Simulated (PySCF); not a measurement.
Isomers of C3H8BrGeN.

All values: wB97X-D/def2-SVPD (PySCF) at PBE0-D3(BJ)/def2-SVP geometries, gas phase, one conformer each. Core orbitals are frozen in the response; Δα² is half the sum of the squared differences of the principal polarisabilities. The calculation is non-relativistic, for germanium and bromine too.

Question: Rank by polarisability anisotropy Δα, highest first.
A. `[NH2:1][Ge:2]1([Br:3])[CH2:4][CH2:5][CH2:6]1` with H–N1–Ge2–Br3 173° and 45°, N1–Ge2–C4–C5 -100°, Ge2–C4–C5–C6 -18°, C4–C5–C6–Ge2 19°, N1–Ge2–C6–C5 108°
B. `[CH2:1]=[CH:2][CH2:3][Ge@H:4]([NH2:5])[Br:6]` with C1–C2–C3–Ge4 -99°, C2–C3–Ge4–N5 51°, C3–Ge4–N5–H -177° and -48°
C. `[NH2:1][Ge@H:2]([Br:3])[CH:4]1[CH2:5][CH2:6]1` with H–N1–Ge2–Br3 -23° and -147°, N1–Ge2–C4–C5 53°
D. `[CH2:1]=[CH:2][CH2:3][NH:4][GeH2:5][Br:6]` with C1–C2–C3–N4 -2°, C2–C3–N4–Ge5 -104°, C3–N4–Ge5–Br6 -64°
E. `[CH2:1]=[C:2]([CH3:3])[Ge@@H:4]([NH2:5])[Br:6]` with C1–C2–Ge4–N5 124°, C2–Ge4–N5–H -64° and 64°

Answer: D (5.37 Å³), B (4.62 Å³), A (4.18 Å³), E (3.66 Å³), C (3.22 Å³).

Question: Rank by dipole moment, lowest first.
A. `[CH2:1]=[CH:2][CH2:3][NH:4][GeH2:5][Br:6]` with C1–C2–C3–N4 -2°, C2–C3–N4–Ge5 -104°, C3–N4–Ge5–Br6 -64°
B. `[NH2:1][Ge@H:2]([Br:3])[CH:4]1[CH2:5][CH2:6]1` with H–N1–Ge2–Br3 -23° and -147°, N1–Ge2–C4–C5 53°
C. `[CH2:1]=[CH:2][CH2:3][Ge@H:4]([NH2:5])[Br:6]` with C1–C2–C3–Ge4 -99°, C2–C3–Ge4–N5 51°, C3–Ge4–N5–H -177° and -48°
D. `[NH2:1][Ge:2]1([Br:3])[CH2:4][CH2:5][CH2:6]1` with H–N1–Ge2–Br3 173° and 45°, N1–Ge2–C4–C5 -100°, Ge2–C4–C5–C6 -18°, C4–C5–C6–Ge2 19°, N1–Ge2–C6–C5 108°
E. `[CH2:1]=[C:2]([CH3:3])[Ge@@H:4]([NH2:5])[Br:6]` with C1–C2–Ge4–N5 124°, C2–Ge4–N5–H -64° and 64°

Answer: C (1.84 D), A (2.11 D), B (2.48 D), D (2.96 D), E (3.22 D).

Question: Rank by HOMO energy, lowest first.
A. `[NH2:1][Ge@H:2]([Br:3])[CH:4]1[CH2:5][CH2:6]1` with H–N1–Ge2–Br3 -23° and -147°, N1–Ge2–C4–C5 53°
B. `[CH2:1]=[C:2]([CH3:3])[Ge@@H:4]([NH2:5])[Br:6]` with C1–C2–Ge4–N5 124°, C2–Ge4–N5–H -64° and 64°
C. `[CH2:1]=[CH:2][CH2:3][NH:4][GeH2:5][Br:6]` with C1–C2–C3–N4 -2°, C2–C3–N4–Ge5 -104°, C3–N4–Ge5–Br6 -64°

Answer: A (-9.55 eV), B (-9.42 eV), C (-9.10 eV).

All values together:

```csv
SMILES,μ (D),HOMO (eV),LUMO (eV),α (Å³),Δα (Å³),ΔSCF removal energy (eV)
[NH2][Ge@H]([Br])[CH]1CC1,2.48,-9.55,1.43,13.70,3.22,9.74
C=[C](C)[Ge@@H]([NH2])[Br],3.22,-9.42,1.04,14.39,3.66,9.57
C=C[CH2][Ge@H]([NH2])[Br],1.84,-9.19,1.38,14.51,4.62,9.34
[NH2][Ge]1([Br])[CH2]C[CH2]1,2.96,-9.12,1.46,13.93,4.18,9.24
C=CC[NH][GeH2][Br],2.11,-9.10,1.25,14.38,5.37,9.16
```

Conformers: `[NH2:1][Ge@H:2]([Br:3])[CH:4]1[CH2:5][CH2:6]1` with H–N1–Ge2–Br3 -23° and -147°, N1–Ge2–C4–C5 53°; `[CH2:1]=[C:2]([CH3:3])[Ge@@H:4]([NH2:5])[Br:6]` with C1–C2–Ge4–N5 124°, C2–Ge4–N5–H -64° and 64°; `[CH2:1]=[CH:2][CH2:3][Ge@H:4]([NH2:5])[Br:6]` with C1–C2–C3–Ge4 -99°, C2–C3–Ge4–N5 51°, C3–Ge4–N5–H -177° and -48°; `[NH2:1][Ge:2]1([Br:3])[CH2:4][CH2:5][CH2:6]1` with H–N1–Ge2–Br3 173° and 45°, N1–Ge2–C4–C5 -100°, Ge2–C4–C5–C6 -18°, C4–C5–C6–Ge2 19°, N1–Ge2–C6–C5 108°; `[CH2:1]=[CH:2][CH2:3][NH:4][GeH2:5][Br:6]` with C1–C2–C3–N4 -2°, C2–C3–N4–Ge5 -104°, C3–N4–Ge5–Br6 -64°.
